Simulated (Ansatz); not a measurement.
Two members of one family (Series BH2X), computed with Ansatz in the gas phase; def2 core potentials for I, no spin–orbit coupling. The two geometries come from different levels. Binding counts from free atoms in the multiplicity of their measured ground term, without zero-point energy. The structures are stationary points that may keep the symmetry of their start.

First: BH2I (singlet, charge 0, PBE-D4/def2-TZVP geometry).

Cartesian coordinates in Å:
```
B -0.1392 0.0500 -0.2026
H 0.1195 1.0400 -0.8192
H -1.0095 -0.7190 -0.4795
I 1.0292 -0.3709 1.5012
```

```
              level  HOMO (eV)  LUMO (eV)  gap (eV)  binding per atom (eV)
    PBE-D4/def2-SVP      -6.35      -3.09      3.26                   2.93
  BLYP-D4/def2-TZVP      -6.28      -2.97      3.31                   2.88
r2SCAN-D4/def2-TZVP      -6.70      -2.83      3.87                   2.92
   PBE0-D4/def2-SVP      -7.51      -2.18      5.32                   2.91
  ωB97X-V/def2-TZVP      -9.82      -0.06      9.76                   2.89
```

Second: BH2Br (singlet, charge 0, r2SCAN-D4/def2-TZVP geometry).

Cartesian coordinates in Å:
```
B -0.1434 0.1356 0.0060
H -0.3808 0.6433 1.0537
H -0.7109 0.3861 -1.0074
Br 1.2350 -1.1649 -0.0523
```

Question: What does the change do? Estimate second minus first.

Answer: 
```csv
level,Δ HOMO (eV),Δ LUMO (eV),Δ gap (eV),Δ binding per atom (eV)
PBE-D4/def2-SVP,-0.46,0.20,0.66,0.19
BLYP-D4/def2-TZVP,-0.53,0.15,0.67,0.18
r2SCAN-D4/def2-TZVP,-0.53,0.20,0.73,0.19
PBE0-D4/def2-SVP,-0.62,0.25,0.87,0.20
ωB97X-V/def2-TZVP,-0.77,0.26,1.03,0.19
```
